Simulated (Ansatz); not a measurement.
System: AuF (charge 0, singlet). 
Structure (B3LYP-D3(BJ)/def2-TZVP (Ansatz, a first-principles code) minimum search):
```
F
Au 1 1.9562
```

Wanted: atomisation energy (electronic, to ground-state atoms), in kcal/mol. Cores are frozen in the correlated levels unless marked. Open shells are spin-unrestricted. Spin-orbit coupling is left out. Frozen are the shells of the preceding noble gas and the d and f shells that filled before the atom's block. Past Kr the def2 sets carry scalar-relativistic core potentials. The coupled-cluster limit lacks core correlation, which all-electron functionals hold. Basis-set limits of correlation are two-point, X^-3; Hartree-Fock from the larger set.

```json
[
 {"level": "HF/def2-TZVPPD", "program": "Ansatz", "atomisation energy (kcal/mol)": "24.8", "rough core time": "-"},
 {"level": "PBE/def2-TZVPD", "program": "Ansatz", "atomisation energy (kcal/mol)": "74.5", "rough core time": "under 20 s"},
 {"level": "r2SCAN-D4/def2-TZVPD", "program": "Ansatz + dftd4", "atomisation energy (kcal/mol)": "70.2", "rough core time": "under 20 s"},
 {"level": "PBE0-D4/def2-TZVP", "program": "Ansatz + dftd4", "atomisation energy (kcal/mol)": "63.2", "rough core time": "under 20 s"},
 {"level": "B2PLYP/def2-TZVPD", "program": "Ansatz", "atomisation energy (kcal/mol)": "66.6", "rough core time": "under 20 s"},
 {"level": "CCSD/def2-QZVPP", "program": "Ansatz", "atomisation energy (kcal/mol)": "61.8", "rough core time": "-"},
 {"level": "CCSD(T)/CBS(def2-TZVPPD,def2-QZVPPD)", "program": "Ansatz", "atomisation energy (kcal/mol)": "67.9", "rough core time": "30 s"}
]
```

Core times are rough, on shared machines, summed over the molecules involved; a dash marks a level read off another run, or run on other hardware, by another program or under a memory cap.

The T1 diagnostic of CCSD in the largest basis is 0.029, which is high, so the coupled-cluster rows are less sure than usual.
